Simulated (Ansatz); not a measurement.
A nudged elastic band was laid between two geometries of CH₃AsN (6 atoms, charge 0, multiplicity 2).

The calculation used Ansatz 0.2.0, UKS PBE0/def2-SVP.

```yaml
movable_images: 5
climbing_image: yes
spring: 5.0 eV/Å²
optimiser: quadratic models (default)
start_path: through a guess of the saddle point
force_threshold: 0.05 eV/Å
iteration_limit: 60
end_points: relaxed
```

Image 0:

```xyz
6
Properties=species:S:1:pos:R:3
C -0.093 -0.107 -0.634
N -0.661 -0.961 0.324
As -0.365 0.814 1.075
H -0.765 0.242 -1.435
H 0.910 -0.372 -1.002
H 0.975 0.384 1.672
```

Image 6:

```xyz
6
Properties=species:S:1:pos:R:3
C -0.307 0.374 -0.677
N -0.088 -0.898 -0.221
As -0.430 0.311 1.255
H -1.012 0.659 -1.468
H 0.842 -1.312 -0.324
H 0.995 0.866 1.434
```

Q: Which bonds break or form, and what moves?

A: Bonds broken: C1–H5. Bonds formed: N2–H5.

Q: What energy profile does the band end with?

A: The forces met the threshold. The highest image is number 3 of 0 to 6, 194.0 kJ/mol above the first end and 162.8 kJ/mol above the last; the last end lies 31.2 kJ/mol above the first. A vibrational analysis at the climbing image gives one clearly imaginary mode, 1933i cm⁻¹: a first-order saddle point.

```tsv
image	path coordinate (Å)	energy (kJ/mol)	C1–H5 (Å)	N2–H5 (Å)
0	0.00	0.0	1.10	2.14
1	0.36	14.1	1.10	1.99
2	0.72	91.8	1.12	1.64
3	1.08	194.0	1.28	1.23
4	1.40	113.6	1.60	1.05
5	1.73	47.4	1.90	1.02
6	2.05	31.2	2.07	1.02
```

Q: What is the geometry of the highest image?

A: 
```xyz
6
Properties=species:S:1:pos:R:3
C -0.202 0.183 -0.656
N -0.346 -1.065 0.017
As -0.444 0.485 1.228
H -0.735 0.486 -1.569
H 0.683 -0.731 -0.574
H 1.045 0.641 1.554
```

Q: What are the harmonic wavenumbers there?

A: 1933i, 483, 618, 638, 743, 857, 976, 1002, 1143, 2184, 2447, 3142 cm⁻¹.

Run time: 85 s on 2 threads of Arm Neoverse V1, on a shared host, peak memory 0.2 GiB.
